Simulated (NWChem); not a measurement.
# GeSiH₅ cation

```xyz
7

Si     0.0084     1.5861    -0.0327
Ge     0.0003    -0.8286    -0.0143
H     -1.0598     1.9665    -0.9887
H      1.3945     1.9592    -0.4068
H     -0.3292     1.8358     1.3980
H     -1.2424    -1.6915    -0.2866
H      1.2227    -1.6915     0.3383
```
Atoms are numbered in this order, from 1.

All runs: NWChem. Geometry: optimised at PBE0/def2-SVP. Vzz is the largest principal value of the second derivative of the potential at the nucleus (NWChem prints the opposite sign); η is the asymmetry. Non-relativistic.

```csv
level,Vzz Ge2 (a.u.),η Ge2,relative time
Hartree-Fock/cc-pVTZ,6.005,0.15,30
Hartree-Fock/def2-SVP,5.724,0.21,1
CAM-B3LYP/cc-pVTZ,6.194,0.10,60
CAM-B3LYP/def2-SVP,5.712,0.17,4
```

The last column is a rough cost ratio, cheapest run = 1.
